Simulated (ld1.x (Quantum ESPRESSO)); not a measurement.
u(r) = r·R(r): atom against pseudo-atom (iridium (Ir))

Columns: radius, all-electron u(r) and pseudo u(r) of the 5d shell (level -11.11 eV) of iridium in the configuration [Xe] 4f14 5d7 6s1.5 6p0; PBE, scalar-relativistic, TM semilocal scheme, ld1.x (Quantum ESPRESSO) 7.5.

```json
{"r (bohr)": "0.173", "all-electron": "0.1101", "pseudo": "0.0101"}
{"r (bohr)": "0.345", "all-electron": "-0.3869", "pseudo": "0.0732"}
{"r (bohr)": "0.518", "all-electron": "-0.1683", "pseudo": "0.2139"}
{"r (bohr)": "0.690", "all-electron": "0.2492", "pseudo": "0.4103"}
{"r (bohr)": "0.862", "all-electron": "0.5718", "pseudo": "0.6098"}
{"r (bohr)": "1.035", "all-electron": "0.7564", "pseudo": "0.7585"}
{"r (bohr)": "1.208", "all-electron": "0.8304", "pseudo": "0.8295"}
{"r (bohr)": "1.380", "all-electron": "0.8332", "pseudo": "0.8331"}
{"r (bohr)": "1.553", "all-electron": "0.7953", "pseudo": "0.7953"}
{"r (bohr)": "1.725", "all-electron": "0.7371", "pseudo": "0.7371"}
{"r (bohr)": "1.898", "all-electron": "0.6703", "pseudo": "0.6703"}
{"r (bohr)": "2.070", "all-electron": "0.6025", "pseudo": "0.6025"}
{"r (bohr)": "2.242", "all-electron": "0.5370", "pseudo": "0.5370"}
{"r (bohr)": "2.415", "all-electron": "0.4755", "pseudo": "0.4755"}
{"r (bohr)": "2.588", "all-electron": "0.4191", "pseudo": "0.4191"}
{"r (bohr)": "2.760", "all-electron": "0.3685", "pseudo": "0.3685"}
{"r (bohr)": "2.932", "all-electron": "0.3230", "pseudo": "0.3230"}
{"r (bohr)": "3.105", "all-electron": "0.2824", "pseudo": "0.2824"}
{"r (bohr)": "3.278", "all-electron": "0.2464", "pseudo": "0.2464"}
{"r (bohr)": "3.450", "all-electron": "0.2148", "pseudo": "0.2148"}
{"r (bohr)": "3.623", "all-electron": "0.1870", "pseudo": "0.1870"}
{"r (bohr)": "3.795", "all-electron": "0.1627", "pseudo": "0.1627"}
{"r (bohr)": "3.968", "all-electron": "0.1414", "pseudo": "0.1414"}
{"r (bohr)": "4.140", "all-electron": "0.1229", "pseudo": "0.1229"}
{"r (bohr)": "4.312", "all-electron": "0.1068", "pseudo": "0.1068"}
{"r (bohr)": "4.485", "all-electron": "0.0927", "pseudo": "0.0927"}
```

Q: How many radial nodes do the two functions have?

A: The all-electron 5d function has n − l − 1 = 2; the pseudo-wave has 0, since the states of the same l below it are removed with the core.

Q: At about which radius was the pseudo-wave matched?

A: 1.55 bohr, where the columns begin to agree (steps of 0.17 bohr).

Q: Where does each function peak?

A: Outermost all-electron maximum near 1.38 bohr, pseudo maximum near 1.38 bohr (to the table’s step).

Q: Is the pseudo-wave norm-conserving?

A: Yes: the TM semilocal scheme keeps the norm inside the radius equal to the all-electron one, which fixes the energy derivative of the logarithmic derivative at the level.
